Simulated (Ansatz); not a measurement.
The cluster Li₃Al. The state is a triplet with charge 0. Geometry r2SCAN-D4/def2-TZVPD, that of the charge -1 doublet; atoms count from 1.

Cartesian coordinates in Å:
```
Li -1.148 -1.037 0.779
Li 1.770 -0.448 0.562
Li -0.429 -0.017 -1.790
Al -0.193 1.502 0.449
```

The structure comes from a short search, and lower isomers may exist.

Q: Estimate the Mulliken populations from the PBE0/def2-TZVPD orbitals of Ansatz.

A: 
| atom | charge (e) | spin (α − β) |
| --- | --- | --- |
| Li1 | 0.24 | 0.07 |
| Li2 | 0.38 | 0.21 |
| Li3 | 0.36 | 0.19 |
| Al4 | -0.98 | 1.53 |
Mulliken values and Mayer orders depend strongly on the basis. With diffuse functions, as here, like atoms can get unlike values, and bond orders can come out too low or too high.

Q: Where does the spin sit?

A: Summed by element: Li 0.47, Al 1.53, of 2 unpaired in all. Largest on single atoms: Al4 1.53, Li2 0.21, Li3 0.19.

Q: And the Mayer bond orders between bonded heavy atoms (over 0.3)?

A: Li1–Al4 0.65 (2.73 Å); Li2–Al4 0.57 (2.77 Å); Li3–Al4 0.59 (2.72 Å).
